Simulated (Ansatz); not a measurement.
Start from `O=C/C(F)=C/F` and change one atom or group to get `F/C=C(\F)C(F)F`.

Ansatz, PBE0-D4/def2-TZVP geometries, multiplicity 1. Each molecule was computed in one conformer, which needn't be the lowest.

```tsv
property	`O=C/C(F)=C/F`
LUMO energy (PBE/def2-TZVPP) / eV	-3.21
size of the dipole moment (ωB97M-V/def2-TZVPP) / D	0.45
size of the dipole moment (PBE/def2-TZVPP) / D	0.71
LUMO energy (ωB97M-V/def2-TZVPP) / eV	-0.03
HOMO energy (B3LYP/def2-TZVPP) / eV	-7.91
HOMO–LUMO gap (PBE0/def2-TZVPP) / eV	5.85
```

(1) Give the same properties after the change, and the shifts. (Estimate.)

Results:

(1) The calculation gave: 
```tsv
property	`F/C=C(\F)C(F)F`	shift
LUMO energy (PBE/def2-TZVPP) / eV	-1.32	1.89
size of the dipole moment (ωB97M-V/def2-TZVPP) / D	1.47	1.02
size of the dipole moment (PBE/def2-TZVPP) / D	1.32	0.61
LUMO energy (ωB97M-V/def2-TZVPP) / eV	1.86	1.89
HOMO energy (B3LYP/def2-TZVPP) / eV	-7.83	0.08
HOMO–LUMO gap (PBE0/def2-TZVPP) / eV	7.71	1.86
```

With PBE0 the HOMO rises by 0.07 eV and the LUMO rises by 1.93 eV, so the gap widens by about 1.86 eV. PBE moves the HOMO by -0.22 eV and ωB97M-V by -0.02 eV. Dipoles are sizes alone; their direction can turn.

B3LYP here is the variant with VWN-RPA as its local correlation; programs differ in this.
